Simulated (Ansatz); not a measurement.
System: C6H11, net charge 0, doublet state. It need not be the lowest isomer of its formula. 
Geometry from a B3LYP-D3(BJ)/def2-TZVP (Ansatz, a quantum-chemistry and plane-wave program) optimisation:
SMILES: [CH](C)/C(=C/C)C
```xyz
17

C      2.5545    -0.0114    -0.3156
C      1.2335    -0.6926    -0.1505
C      0.0067    -0.0628    -0.0009
C     -0.0899     1.4451     0.0039
C     -1.1564    -0.8090     0.1527
C     -2.5232    -0.2301     0.3124
H      3.3622    -0.7406    -0.3736
H      2.5982     0.5953    -1.2274
H      2.7814     0.6630     0.5171
H      1.2334    -1.7771    -0.1461
H     -0.8350     1.7927    -0.7147
H      0.8577     1.9179    -0.2432
H     -0.3994     1.8140     0.9854
H     -1.0655    -1.8893     0.1381
H     -2.8896     0.2227    -0.6183
H     -2.5511     0.5611     1.0681
H     -3.2438    -0.9941     0.6034
```
Charge 0, spin multiplicity 2.

Total electronic energies in hartree. Correlated levels leave the core frozen unless marked. UHF or UKS for open shells. No spin-orbit coupling. Non-relativistic. CBS(X,Y): correlation extrapolated as X^-3; Hartree-Fock from the larger set. The bracket is a focal-point correction in the basis named.

The UHF reference is spin-contaminated (<S^2> 0.21 over the pure value in the largest basis). 

```json
[
 {"level": "HF/STO-3G", "program": "Ansatz", "energy (Eh)": "-230.80141"},
 {"level": "CAM-B3LYP/def2-TZVPD", "program": "Ansatz", "energy (Eh)": "-235.14873"},
 {"level": "B2PLYP-D4/def2-TZVPD", "program": "Ansatz + dftd4", "energy (Eh)": "-235.06104"},
 {"level": "MP2/cc-pVTZ", "program": "Ansatz", "energy (Eh)": "-234.64069"},
 {"level": "RI-MP2/CBS(cc-pVTZ,cc-pVQZ)", "program": "Ansatz", "energy (Eh)": "-234.7619"},
 {"level": "SCS-MP2/6-31G*", "program": "Ansatz", "energy (Eh)": "-234.30712"},
 {"level": "CCSD/STO-3G", "program": "Ansatz", "energy (Eh)": "-231.18987"},
 {"level": "CCSD(T)/cc-pVTZ", "program": "Ansatz", "energy (Eh)": "-234.75781"},
 {"level": "RI-MP2/CBS(cc-pVTZ,cc-pVQZ)+[CCSD(T)-MP2]/cc-pVTZ", "program": "Ansatz", "energy (Eh)": "-234.8790"}
]
```

Totals of different functionals don't rank their quality; only differences between species are comparable.
